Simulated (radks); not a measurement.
The numbers below are computed, except where a source is named.
Task: Zr II, 39 electrons, occupied as [Kr] 4d2 5s1. Code: a radial shooting solver on a logarithmic mesh with Libxc functionals. Model: scalar-relativistic Kohn-Sham, r2SCAN, spin-polarised, spherical densities, finite nucleus; open shells are filled with parallel spins first (spin-orbit coupling, left out, can overturn this in heavy ions); meta-GGA in the generalised Kohn-Sham scheme; Fermi nuclear charge, rms radius 4.2694 fm. Some entries of the table are withheld. Estimate them.

orbital  occ.  eigenvalue (hartree)  <1/r> (bohr^-1)
1s up       1             -656.8078            41.25
1s down     1             -656.8078            41.25
2s up       1             -91.64108            9.266
2s down     1             -91.63254            9.266
2p up       3             -81.65765            9.013
2p down     3             -81.65153            9.013
3s up       1             -15.41217            3.149
3s down     1             -15.40819            3.149
3p up       3             -12.12612            2.985
3p down     3             -12.12128            2.984
3d up       5              -6.75243            2.738
3d down     5              -6.74427            2.738
4s up       1                   (1)            1.105
4s down     1                   (2)            1.113
4p up       3              -1.49513           0.9684
4p down     3              -1.43673           0.9808
5s up       1              -0.39518           0.3808
4d up       2              -0.39119           0.6255
4d down     0              -0.28920           0.6558

Result: 
(1) 4s up eigenvalue (hartree): -2.32552
(2) 4s down eigenvalue (hartree): -2.27748
